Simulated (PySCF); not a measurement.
# Bond length, frequency and bond energy of Ca₂⁺ by level of theory

State: ²Σu⁺ (doublet), unpaired electrons σ ↑. Set-up: basis Ca pcseg-1; no relativity; PySCF 2.14. De refers to Ca⁺ + Ca in their ground configurations, without counterpoise correction. The functionals are run spin-unrestricted. Levels whose curve was spin-contaminated or gave no clean fit are not listed.

```tsv
Level	Re (Å)	ωe (cm⁻¹)	De (eV)	CPU s a point (SCF and correlation, without the integrals)
ROHF	3.998	122	0.74	0.098
ROHF-MP2	3.928	129	1.02	0.19
ROHF-SCS-MP2	3.948	126	1.00	n/a
ROHF-CCSD	3.929	130	1.06	n/a
ROHF-CCSD(T)	3.926	130	1.09	4.3
PBE	3.820	132	1.43	0.57
BLYP	3.862	121	1.28	0.38
TPSSh	3.856	131	1.42	0.92
PBE0	3.850	131	1.34	1.1
CAM-B3LYP	3.870	125	1.18	1.2
```

The bond length runs from 3.820 Å (PBE) to 3.998 Å (ROHF). De spans 0.74 eV (ROHF, mean field) to 1.43 eV (PBE, GGA). Correlation at CCSD(T) changes the Hartree–Fock bond energy by +0.35 eV; the triples alone change it by +0.03 eV.

Correlated steps freeze 10 core orbitals. Correlated levels converge slowly with the basis: in double zeta they bind strong bonds too weakly, by up to about 1 eV, and carry superposition errors of some tenths. The state is the lowest determinant that a PBE0 search found; another state may lie lower at other levels.

The whole job (state search and all levels along the bond) took about 2.6 min on 1 thread of Intel Xeon Platinum 8488C (shared host), peak memory 0.56 GiB.
